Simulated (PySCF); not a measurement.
CH3Se, SMILES C[Se] (connectivity only; charge and spin as stated), charge -1, multiplicity 1.

The structure is a stationary point at PBE0-D3(BJ)/def2-TZVPD. The spin state was assumed, not searched. The isomer is the one that the SMILES or the coordinates give; other isomers of the formula were not compared.

Estimates of the vertical detachment energy (IE) of the anion in eV. Rows of orbital energies are one-electron estimates, which approximate functionals can put far too low.

| level | IE |
|---|---|
| −ε(HOMO), −ε(LUMO), B3LYP/def2-TZVPD (PySCF) | -0.30 |
| −ε(HOMO), −ε(LUMO), HF/def2-TZVPD (PySCF) | ? |
| ADC(2)/aug-cc-pVDZ (PySCF) | 1.29 |

Some entries are withheld; supply them. (Estimate from the structure and the level; the computed values follow.)


- −ε(HOMO), −ε(LUMO), HF/def2-TZVPD (PySCF), IE: 2.17

Beyond the first one, list the lowest photoelectron lines from ADC(2)/aug-cc-pVDZ (PySCF) with their pole strengths (two spins summed). (An estimate is asked for; the answer gives what the named calculation found.)

4.80 eV (1.73).
